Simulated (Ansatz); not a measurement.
Question: Name a neutral molecule of C, Ge, N and H with HOMO energy (PBE/def2-TZVPP) between -5.70 and -5.40 eV and size of the dipole moment (PBE/def2-TZVPP) between 2.00 and 2.30 D (Ansatz, PBE0-D4/def2-TZVP geometry).

Answer: `C/C=[N]\[GeH3]` (-5.45 eV, 2.04 D); `N=[C]1[CH2][GeH2]1` (-5.45 eV, 2.11 D). Other molecules can fit too; these were computed, each in one conformer that needn't be the lowest.
